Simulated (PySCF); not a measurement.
Compound: C5H6F3P.
Cartesian coordinates in Å at the GFN2-xTB level; atoms count from 1:
```xyz
15
C5H6F3P angstrom
F      2.5705    0.8730   -1.0253
C      1.8810    0.3002   -0.0255
F      1.3369    1.3034    0.6815
F      2.7772   -0.2890    0.7828
P      0.6646   -0.9844   -0.7091
C     -0.2926   -1.1721    0.8803
C     -1.3173   -0.0760    0.8878
C     -1.4450    0.6312   -0.2190
C     -0.5534    0.2640   -1.3686
H      0.3775   -1.1292    1.7435
H     -0.7770   -2.1534    0.8924
H     -1.9078    0.0759    1.7764
H     -2.1527    1.4332   -0.3486
H     -0.0334    1.1265   -1.7946
H     -1.1328   -0.1953   -2.1757
```

Computed with PySCF 2.14.0, density-fitted response routines, TDDFT PBE0/def2-SVPD, vertical, gas phase, core orbitals frozen in the response.

Frontier orbitals with the atoms that hold most of them (Löwdin shares over 4%, at most four atoms; ? is withheld):

```tsv
orbital	ε (eV)	atoms
HOMO-3	-9.79	C9 27%, P5 25%, C6 10%, C8 8%
HOMO-2	-9.79	P5 22%, C6 19%, F1 13%, C2 13%
HOMO-1	-7.67	?
HOMO	-7.51	?
LUMO	?	C8 28%, C7 28%, P5 8%, C9 7%
LUMO+1	0.13	P5 39%, C6 11%, C9 11%, C2 9%
LUMO+2	0.59	P5 32%, C9 11%, C6 10%, C8 7%
```

Problem. Give the leading atoms of the HOMO-1.

Solution. P5 (bonded to 3 C) 52%; C8 (bonded to 2 C and H) 10%; C7 (bonded to 2 C and H) 10%; C9 (bonded to C, P and 2 H) 8%. By element: phosphorus 52%, carbon 28% or more.

Problem. Give the leading atoms of the HOMO.

Solution. C8 (bonded to 2 C and H) 26%; C7 (bonded to 2 C and H) 26%; P5 (bonded to 3 C) 10%; C9 (bonded to C, P and 2 H) 8%. By element: carbon 60% or more, phosphorus 10%.

Problem. What is the LUMO energy, and the HOMO–LUMO gap?

Solution. ε(LUMO) = 0.02 eV; the gap is 7.53 eV (0.2766 hartree).

Within 0.005 eV of a neighbour in this list lie HOMO-3/HOMO-2 (point group found: Cs); within a degenerate set the shares of single atoms can hang on how the components are chosen.

Problem. How does S1 compare with the orbital gap of 7.53 eV?

Solution. S1 is at 6.39 eV (f = 0.0077), 1.13 eV below the gap, made of HOMO-1→LUMO (83%), HOMO→LUMO (16%). Its leading pair isn't HOMO and LUMO; the energies of that pair differ by 7.69 eV. 

Problem. Give energy, strength and leading configuration of S1, S2 and S3, and follow the Löwdin shares of the leading atoms from the occupied to the empty orbital.

Solution. 
- S1 (6.39 eV, f 0.0077), HOMO-1→LUMO (83%): P5 52% → 8%, C8 10% → 28%, C7 10% → 28%
- S2 (6.45 eV, f 0.0074), HOMO→LUMO+1 (94%): C8 26% → at most 9%, C7 26% → at most 9%, P5 10% → 39%, C6 at most 8% → 11%
- S3 (6.58 eV, f 0.052), HOMO-1→LUMO+1 (91%): P5 52% → 39%, C8 10% → at most 9%, C6 at most 8% → 11%

Time: 86 s. Hardware: an Arm Neoverse V1 with one thread, no GPU, shared host.

One conformer stands for the species.
